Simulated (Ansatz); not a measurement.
MoN2F2H2⁻, that is Mo(NH)2F2 with one electron more. Charge -1, multiplicity 2. Geometry PBE-D4/def2-SVP, that of the neutral singlet; atoms count from 1.

```xyz
7

Mo    0.0186   -0.0799   -0.5465
N     1.3717   -0.1705    0.5342
H     1.8338   -0.1248    1.4503
N    -1.4031    0.3025    0.3698
H    -1.9249    0.5162    1.2283
F    -0.2254   -1.7735   -1.3009
F     0.3294    1.3299   -1.7352
```

In the def2 sets Mo takes a core potential; there is no spin–orbit coupling. The highest occupied level of the charge -1 doublet lies above zero (up to 1.49 eV). By energy differences its removal costs 0.44 eV (vertical, to the charge 0 singlet, at PBE0-D4/def2-TZVPD); a positive level beside a positive removal energy at the same level points to self-interaction error.

Q: Estimate the Mulliken populations from the PBE0/def2-TZVPD orbitals of Ansatz.

A: 
```json
{"atom": "Mo1", "charge (e)": "2.06", "spin (α − β)": "0.89", "d electrons": "3.54"}
{"atom": "N2", "charge (e)": "-0.82", "spin (α − β)": "0.02", "d electrons": "–"}
{"atom": "H3", "charge (e)": "0.01", "spin (α − β)": "0.03", "d electrons": "–"}
{"atom": "N4", "charge (e)": "-0.82", "spin (α − β)": "0.02", "d electrons": "–"}
{"atom": "H5", "charge (e)": "0.01", "spin (α − β)": "0.03", "d electrons": "–"}
{"atom": "F6", "charge (e)": "-0.72", "spin (α − β)": "0.00", "d electrons": "–"}
{"atom": "F7", "charge (e)": "-0.72", "spin (α − β)": "0.00", "d electrons": "–"}
```
Mulliken values and Mayer orders depend strongly on the basis. With diffuse functions, as here, like atoms can get unlike values, and bond orders can come out too low or too high.

Q: Where does the spin sit?

A: Summed by element: Mo 0.89, N 0.04, H 0.07, F 0.00, of 1 unpaired in all. Largest on single atoms: Mo1 0.89, H5 0.03, H3 0.03.

Q: And the Mayer bond orders between bonded heavy atoms (over 0.3)?

A: Mo1–N2 1.64 (1.73 Å); Mo1–N4 1.64 (1.73 Å).
